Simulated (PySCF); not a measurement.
A run for PySCF: D3(BJ) and D4 dispersion corrections on BH5OSi (SMILES BO[SiH3]), a point of a torsion scan.

```python
from pyscf import gto
from pyscf.dispersion import dftd3, dftd4

mol = gto.M(
    atom='''
    B     1.57350969   -0.25632983    0.30059314
    O     0.27980827   -0.05153322    0.28144219
    Si   -1.25075331    0.14292541   -0.18206981
    H     2.08980842   -0.88883094   -0.55306751
    H     2.20730942    0.18866093    1.19000595
    H    -1.60934146   -0.80846910   -1.23856581
    H    -2.02991377   -0.10675138    1.02956905
    H    -1.32932000    1.52290703   -0.65661167
    ''',
    basis='def2-svp',
    charge=0, spin=0, verbose=0, max_memory=1800)
d3, d4 = {}, {}
for xc in ['hf', 'pbe', 'blyp', 'revpbe', 'tpss', 'r2scan', 'b3lyp', 'pbe0', 'bhlyp', 'camb3lyp', 'b2plyp']:
    d3[xc] = float(dftd3.DFTD3Dispersion(mol, xc=xc, version='d3bj', atm=False).get_dispersion()['energy'])
    print(f'D3(BJ) {xc:10s} {d3[xc]:14.8f} Eh')
for xc in ['hf', 'pbe', 'blyp', 'revpbe', 'tpss', 'r2scan', 'b3lyp', 'pbe0', 'bhlyp', 'camb3lyp', 'b2plyp']:
    d4[xc] = float(dftd4.DFTD4Dispersion(mol, xc={'camb3lyp': 'cam-b3lyp'}.get(xc, xc), atm=True).get_dispersion()['energy'])
    print(f'D4     {xc:10s} {d4[xc]:14.8f} Eh')
```

The log:

```
D3(BJ) hf            -0.03669777 Eh
D3(BJ) pbe           -0.00423346 Eh
D3(BJ) blyp          -0.00917319 Eh
D3(BJ) revpbe        -0.01068000 Eh
D3(BJ) tpss          -0.00536563 Eh
D3(BJ) r2scan        -0.00116927 Eh
D3(BJ) b3lyp         -0.00752378 Eh
D3(BJ) pbe0          -0.00369000 Eh
D3(BJ) bhlyp         -0.00601215 Eh
D3(BJ) camb3lyp      -0.00339526 Eh
D3(BJ) b2plyp        -0.00355450 Eh
D4     hf            -0.01551460 Eh
D4     pbe           -0.00415140 Eh
D4     blyp          -0.00928177 Eh
D4     revpbe        -0.01341505 Eh
D4     tpss          -0.00561034 Eh
D4     r2scan        -0.00099379 Eh
D4     b3lyp         -0.00671000 Eh
D4     pbe0          -0.00347539 Eh
D4     bhlyp         -0.00501669 Eh
D4     camb3lyp      -0.00350461 Eh
D4     b2plyp        -0.00288124 Eh
```

The run finished.

Cost: around 0.020 core-seconds (rough).
